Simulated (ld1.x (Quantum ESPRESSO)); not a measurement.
## Before and after: TM potential for fluorine (F)

F (Z = 9), norm-conserving Troullier–Martins (Kleinman–Bylander form), made with ld1.x (Quantum ESPRESSO) 7.5 (PBEsol, scalar-relativistic). Core [He], reference 2s2 2p3.5 (charge +1.5). Waves: 2s (bound): rc 0.50 bohr; 2p (bound): rc 0.95 bohr. Local part: all-electron potential smoothed inside 0.45 bohr (lloc = -2). Core correction: Bessel-smoothed model core inside 0.50 bohr.

Change: functional PBE.

Cutoffs: the cutoffs (Ry, on a coarse ladder) from which the occupation-weighted sum of valence levels, in a spherical-Bessel basis at the reference potential, stays within 10 and 1 mRy of its value at 400 Ry; they do not see the model core or the augmentation charge, which bear on the density cutoff. Errors are all-electron minus pseudo energies relative to the spin-unpolarised reference configuration.

Problem. What does the change do?

Solution. Of the 7 tests that both files solve, the error grows in 6 and shrinks in 0 by more than 15 % and 0.3 meV (median size 14.5 → 17.4 meV); neither file shows a bound ghost.

| quantity | base | changed |
| --- | --- | --- |
| bound ghosts | none | none |
| error for 2s2 2p5, meV [ΔE -35.87 → -35.99 eV] | +13 | +16 |
| error for 2s2 2p4, meV [ΔE -16.56 → -16.60 eV] | +3.6 | +4.1 |
| error for 2s2 2p3, meV [ΔE 21.72 → 21.78 eV] | +3.6 | +4.6 |
| error for 2s2 2p1, meV [ΔE 167.80 → 168.22 eV] | +345 | +421 |
| error for 2s2 2p5.3, meV [ΔE -38.53 → -38.66 eV] | +14 | +17 |
| error for 2s1 2p6, meV [ΔE -17.18 eV] | +53 | +68 |
| error for 2s2 2p2, meV [ΔE 82.21 → 82.42 eV] | +72 | +88 |
| s: phases at 1.05 bohr within 0.05 rad from the reference energy up to (Ry; the scan ends near 5) | to the end of the scan | to the end of the scan |
| p: phases at 1.05 bohr within 0.05 rad from the reference energy up to (Ry; the scan ends near 5) | to the end of the scan | to the end of the scan |
